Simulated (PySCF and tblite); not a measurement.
Results of a calculation; reference values are marked as such.
**Barrier and rate of a rearrangement**

System: C₄H₈GeO₂, numbered as in [CH2:1]=[CH:2][C@H:3]([GeH3:4])[C:5](=[O:6])[OH:7].

Motion: shift of H on O7 from O7 to O6. Geometries: PBE0-D3(BJ)/def2-SVP; energies: PBE0/pcSseg-1 + D3(BJ); zero-point and thermal terms from GFN2-xTB harmonic modes (soft modes blended into free rotors). Rate constants are transition-state-theory values, counting equivalent paths, without tunnelling. Run with tblite and PySCF.

```json
{"point": "start", "symmetry": "C1", "E(GFN2) kcal/mol": "0.0", "E(DFT) kcal/mol": "0.0", "ZPE change kcal/mol": "0.00", "lowest mode cm⁻¹": "21", "dipole D": "1.71"}
{"point": "saddle", "symmetry": "C1", "E(GFN2) kcal/mol": "33.1", "E(DFT) kcal/mol": "32.5", "ZPE change kcal/mol": "-3.07", "lowest mode cm⁻¹": "1754i", "dipole D": "2.24"}
{"point": "end", "symmetry": "C1", "E(GFN2) kcal/mol": "0.1", "E(DFT) kcal/mol": "0.8", "ZPE change kcal/mol": "0.36", "lowest mode cm⁻¹": "33", "dipole D": "1.66"}
```

- Electronic barrier: 32.5 kcal/mol
- Barrier with zero-point energy: 29.4 kcal/mol
- ΔH‡ (298 K): 29.3 kcal/mol
- ΔS‡ (298 K, symmetry apart): -0.8 cal/(mol K)
- Paths: 1 equivalent path
- End point: a different minimum
- Cost: 18 min on 1 thread of Arm Neoverse V1 (shared host) (rough), peak memory 0.79 GiB, launched as `OMP_NUM_THREADS=1 python ens_run.py task.json out`

```json
{"T/K": "500", "ΔG‡ kcal/mol": "29.8", "k s⁻¹": "1", "ΔG kcal/mol": "1.6", "k back s⁻¹": "5.3"}
```

ΔG and ΔG‡ leave out symmetry numbers and mirror images; rates count paths: 1 out, 1 back.

Tunnelling of the moving H, left out here, will speed the real process. In real samples such hydrogens mostly exchange between molecules or through solvent, far faster than by this path. Spin–orbit effects of heavy atoms on shieldings are missing.
